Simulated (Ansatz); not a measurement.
Isomers of C2H7NOSi2, relaxed with PBE0-D4/def2-TZVP in Ansatz; electronic energies, one conformer each and not always the lowest. Functionals use def2-TZVPP; CBS adds triple-zeta CCSD(T) − MP2 to the MP2 limit of def2-TZVPP and def2-QZVPP.

Problem. Order them by energy at frozen-core CCSD(T)/CBS, lowest first. (Best estimate.)
A. `N[SiH]1C=C([SiH3])O1`
B. `C[SiH]1N=C[SiH2]O1`
C. `OC1=N[SiH2]C[SiH2]1`
D. `[SiH3][SiH]1N=CCO1`

Solution. B (0.0 kcal/mol), C (45.5 kcal/mol), A (48.4 kcal/mol), D (51.3 kcal/mol).

Problem. How do B2PLYP, B3LYP-D4, MP2/CBS(def2), ωB97M-V place them (kcal/mol, against `C[SiH]1N=C[SiH2]O1`)? (An estimate is asked.)

Solution. Computed: 
| isomer | B2PLYP | B3LYP-D4 | MP2/CBS(def2) | ωB97M-V |
| --- | --- | --- | --- | --- |
| `[SiH3][SiH]1N=CCO1` | 50.5 | 49.0 | 54.5 | 51.2 |
| `N[SiH]1C=C([SiH3])O1` | 48.1 | 48.3 | 48.1 | 47.8 |
| `OC1=N[SiH2]C[SiH2]1` | 44.9 | 43.6 | 45.8 | 43.4 |

B3LYP here is the variant with VWN-RPA as its local correlation; programs differ in this.
